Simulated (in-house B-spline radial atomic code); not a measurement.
Values are calculated unless marked as measured or tabulated.
# Two electrons in Si: a parabolic dot with ħω = 42 meV in all three directions

For Si the NSM archive of the Ioffe Institute lists m_l = 0.98 m0, m_t = 0.19 m0 and ε = 11.7; the model takes one isotropic valley with the conductivity mass 3/(1/m_l + 2/m_t) = 0.26 m0, and so misses anisotropy and the other valleys. All triplets below are those of one valley; with several valleys two electrons can form a triplet in the 1s orbital itself, at an energy set by the valley splitting.

Effective-mass model with parabolic bands, a uniform dielectric constant, no image charges, no central-cell or spin-orbit terms. Two-electron levels come from full CI in B-splines with partial waves to l = 5 (up to 0.001 effective hartree above the limit).

Task: What are the effective units, and what is the potential in them?

Result: Ha* = 27211.386 meV × 0.26/11.7² = 51.68 meV and a* = 0.0529177 nm × 11.7/0.26 = 2.381 nm. The frequency is ω = 0.812 Ha*. The one-electron levels are 3ω/2 = 1.2180 and 5ω/2 = 2.0300 Ha*.

In these units the lowest s and p orbitals lie at 1.218000 and 2.030000, and their Coulomb and exchange integrals are J_ss = 0.718982, J_sp = 0.599152 and K_sp = 0.1198. (For a parabolic well J_ss = √(2ω/π).) Full CI gives 3.088382 for the ground singlet, 3.710588 for the sp triplet, 3.900588 for the sp singlet and 4.522609 for the lowest triplet of two s orbitals.

Task: What does it cost to add the second electron, to first order and exactly?

Result: To first order E = 2ε_s + J_ss = 3.154982, so the charging energy E(2) − 2E(1) is J_ss = 37.16 meV. CI gives 3.088382 − 2 × (1.218000) = 0.652382, or 33.72 meV: relaxation and correlation lower it by 3.442 meV, 9.3 % of J_ss. The s² configuration of one-electron orbitals holds 96.9 % of the state, and the mean radius is 3.2 nm.

Task: How far above the singlet do the triplets lie?

Result: To first order the sp triplet lies at ε_s + ε_p + J_sp − K_sp = 3.727321, which is 29.58 meV above 2ε_s + J_ss. CI gives 3.710588 − (3.088382) = 0.622206, or 32.16 meV, 77 % of the orbital spacing of 41.97 meV. The ss triplet lies 74.13 meV up, so the lower of the two is the sp one, and its gap equals k_BT at 373 K. The sp singlet-triplet splitting is 9.82 meV, against 2K_sp = 12.39 meV. The sp singlet lies ħω above the ground state (0.812205 against 0.812), as Kohn's theorem demands for a parabolic well.
